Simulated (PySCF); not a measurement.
C3H5O (SMILES [CH2-]C(C)=O), charge -1, singlet, geometry from GFN2-xTB (in this run its highest filled SCF level lies above zero, so its values depend strongly on the basis, on diffuse functions most of all); PySCF with PBE0/cc-pVDZ, TDDFT.

PySCF was given this input:
```python
from pyscf import gto, scf, dft, tdscf

mol = gto.M(
    atom='''
O    -0.676534    0.120809    1.218495
C    -0.061269    0.128940    0.108473
C     0.326122    1.211839   -0.611460
C     0.290182   -1.256711   -0.499632
H     0.903076   -1.822173    0.205539
H     0.125148    2.217325   -0.269084
H     0.850117    1.122950   -1.554894
H     0.830138   -1.163729   -1.442472
H    -0.626420   -1.825252   -0.671333
''',
    basis='cc-pvdz',
    charge=-1,
    spin=0,
    verbose=4,
)

mf = dft.RKS(mol)
mf.xc = 'pbe0'
mf.kernel()
td = mf.TDDFT()
td.nstates = 5
td.kernel()
td.analyze()
```

What does PySCF print? Leave out banner, timings and long lists.


```
PySCF version 2.14.0

[INPUT] verbose = 4
[INPUT] num. atoms = 9
[INPUT] num. electrons = 32
[INPUT] charge = -1
[INPUT] spin (= nelec alpha-beta = 2S) = 0
[INPUT] symmetry False subgroup None
[INPUT] Mole.unit = angstrom
[INPUT] Symbol           X                Y                Z      unit          X                Y                Z       unit  Magmom
[INPUT]  1 O     -0.676534000000   0.120809000000   1.218495000000 AA   -1.278463973956   0.228295923383   2.302621834152 Bohr   0.0
[INPUT]  2 C     -0.061269000000   0.128940000000   0.108473000000 AA   -0.115781629926   0.243661286501   0.204984261910 Bohr   0.0
[INPUT]  3 C      0.326122000000   1.211839000000  -0.611460000000 AA    0.616281263195   2.290043817067  -1.155491936127 Bohr   0.0
[INPUT]  4 C      0.290182000000  -1.256711000000  -0.499632000000 AA    0.548364506279  -2.374839607728  -0.944167643069 Bohr   0.0
[INPUT]  5 H      0.903076000000  -1.822173000000   0.205539000000 AA    1.706566309668  -3.443407921577   0.388412417917 Bohr   0.0
[INPUT]  6 H      0.125148000000   2.217325000000  -0.269084000000 AA    0.236495445037   4.190136979151  -0.508495064502 Bohr   0.0
[INPUT]  7 H      0.850117000000   1.122950000000  -1.554894000000 AA    1.606488303837   2.122067951580  -2.938323812729 Bohr   0.0
[INPUT]  8 H      0.830138000000  -1.163729000000  -1.442472000000 AA    1.568733465594  -2.199129093214  -2.725877022354 Bohr   0.0
[INPUT]  9 H     -0.626420000000  -1.825252000000  -0.671333000000 AA   -1.183762238950  -3.449226388315  -1.268635508383 Bohr   0.0

nuclear repulsion = 112.003742661286
number of shells = 35
number of NR pGTOs = 139
number of NR cGTOs = 81
basis = cc-pvdz
ecp = {}

******** <class 'pyscf.dft.rks.RKS'> ********
method = RKS
initial guess = minao
damping factor = 0
level_shift factor = 0
DIIS = <class 'pyscf.scf.diis.CDIIS'>
diis_start_cycle = 1
diis_space = 8
diis_damp = 0
SCF conv_tol = 1e-09
SCF conv_tol_grad = None
SCF max_cycles = 50
direct_scf = True
direct_scf_tol = 1e-13
XC library pyscf.dft.libxc version 7.1.2
    S. Lehtola, C. Steigemann, M. J. T. Oliveira, and M. A. L. Marques,  SoftwareX 7, 1–5 (2018)
XC functionals = pbe0
    C. Adamo and V. Barone,  J. Chem. Phys. 110, 6158 (1999)
    M. Ernzerhof and G. E. Scuseria,  J. Chem. Phys. 110, 5029 (1999)
radial grids:
    Treutler-Ahlrichs [JCP 102, 346 (1995); DOI:10.1063/1.469408] (M4) radial grids

becke partition: Becke, JCP 88, 2547 (1988); DOI:10.1063/1.454033
pruning grids: <function nwchem_prune>
grids dens level: 3
symmetrized grids: False
atomic radii adjust function: <function treutler_atomic_radii_adjust>
small_rho_cutoff = 0
Set gradient conv threshold to 3.16228e-05
Initial guess from minao.
tot grids = 105480
init E= -192.590313837002
  HOMO = -0.267326784858922  LUMO = -0.0259862409973763  gap/eV = 6.56721
cycle= 1 E= -192.135211114042  delta_E= 0.455  |g|= 0.893  |ddm|= 2.79
  HOMO = 0.235642625444253  LUMO = 0.269143954492282  gap/eV = 0.91162
cycle= 2 E= -191.40361338145  delta_E= 0.732  |g|= 1.98  |ddm|= 7.94
  HOMO = 0.0597681863522581  LUMO = 0.269461635403529  gap/eV = 5.70605
cycle= 3 E= -192.292324224888  delta_E= -0.889  |g|= 0.312  |ddm|= 7.24
  HOMO = 0.0246163105376782  LUMO = 0.253700624731752  gap/eV = 6.23370
cycle= 4 E= -192.314305908444  delta_E= -0.022  |g|= 0.127  |ddm|= 0.446
  HOMO = 0.0388921925394947  LUMO = 0.255444203209033  gap/eV = 5.89268
cycle= 5 E= -192.318230288581  delta_E= -0.00392  |g|= 0.0263  |ddm|= 0.136
  HOMO = 0.0380250782511737  LUMO = 0.257730411221841  gap/eV = 5.97849
cycle= 6 E= -192.31838679292  delta_E= -0.000157  |g|= 0.01  |ddm|= 0.0316
  HOMO = 0.0376142502213477  LUMO = 0.257840974923045  gap/eV = 5.99267
cycle= 7 E= -192.318413995943  delta_E= -2.72e-05  |g|= 0.00139  |ddm|= 0.0162
  HOMO = 0.0376794253558628  LUMO = 0.257788249572517  gap/eV = 5.98947
cycle= 8 E= -192.31841442082  delta_E= -4.25e-07  |g|= 0.000511  |ddm|= 0.00252
  HOMO = 0.0376188356287006  LUMO = 0.257785946159365  gap/eV = 5.99105
cycle= 9 E= -192.3184144871  delta_E= -6.63e-08  |g|= 0.000124  |ddm|= 0.00103
  HOMO = 0.0376301984834955  LUMO = 0.257782408033961  gap/eV = 5.99065
cycle= 10 E= -192.318414491427  delta_E= -4.33e-09  |g|= 1.64e-05  |ddm|= 0.000222
  HOMO = 0.0376319699847243  LUMO = 0.257783367574606  gap/eV = 5.99062
cycle= 11 E= -192.318414491503  delta_E= -7.56e-11  |g|= 5.47e-06  |ddm|= 3.18e-05
  HOMO = 0.0376319256481468  LUMO = 0.257783216708162  gap/eV = 5.99062
Extra cycle  E= -192.31841449149  delta_E= 1.25e-11  |g|= 9.62e-06  |ddm|= 2.52e-05
converged SCF energy = -192.31841449149

******** <class 'pyscf.tdscf.rks.TDDFT'> for <class 'pyscf.dft.rks.RKS'> ********
nstates = 5 singlet
deg_eia_thresh = 1.000e-03
wfnsym = None
conv_tol = 1e-05
eigh lindep = 1e-12
eigh level_shift = 0
eigh max_cycle = 100

Excitation energies (eV)
[4.78292728 5.62637369 5.70638391 5.75576392 6.07432724]

** Singlet excitation energies and oscillator strengths **
Excited State   1:      4.78293 eV    259.22 nm  f=0.0000
      16 -> 17       -0.70080
Excited State   2:      5.62637 eV    220.36 nm  f=0.0437
      15 -> 17        0.70432
Excited State   3:      5.70638 eV    217.27 nm  f=0.0048
      15 -> 18       -0.62246
      15 -> 21       -0.17424
      16 -> 19       -0.27902
Excited State   4:      5.75576 eV    215.41 nm  f=0.0036
      15 -> 18       -0.27400
      16 -> 19        0.63749
Excited State   5:      6.07433 eV    204.11 nm  f=0.1498
      16 -> 18       -0.67710
      16 -> 21        0.16312

** Transition electric dipole moments (AU) **
state          X           Y           Z        Dip. S.      Osc.
  1         0.0186      0.0002      0.0068      0.0004      0.0000
  2         0.0425     -0.5575     -0.0685      0.3173      0.0437
  3        -0.1639     -0.0038     -0.0852      0.0341      0.0048
  4         0.1446      0.0187      0.0630      0.0252      0.0036
  5         0.2284      0.8723     -0.4396      1.0063      0.1498

** Transition velocity dipole moments (imaginary part, AU) **
state          X           Y           Z        Dip. S.      Osc.
  1         0.0281     -0.0000      0.0159      0.0010      0.0040
  2        -0.0018     -0.1199      0.0037      0.0144      0.0464
  3        -0.0508     -0.0013     -0.0270      0.0033      0.0105
  4         0.0372      0.0039      0.0167      0.0017      0.0053
  5         0.0556      0.1684     -0.1064      0.0428      0.1277

** Transition magnetic dipole moments (imaginary part, AU) **
state          X           Y           Z
  1        -0.1394      0.2385      0.2569
  2        -0.4050     -0.0057     -0.2210
  3        -0.3859      0.0518      0.7175
  4        -0.1314      0.0442      0.2332
  5        -0.0759     -0.0034     -0.0464
```
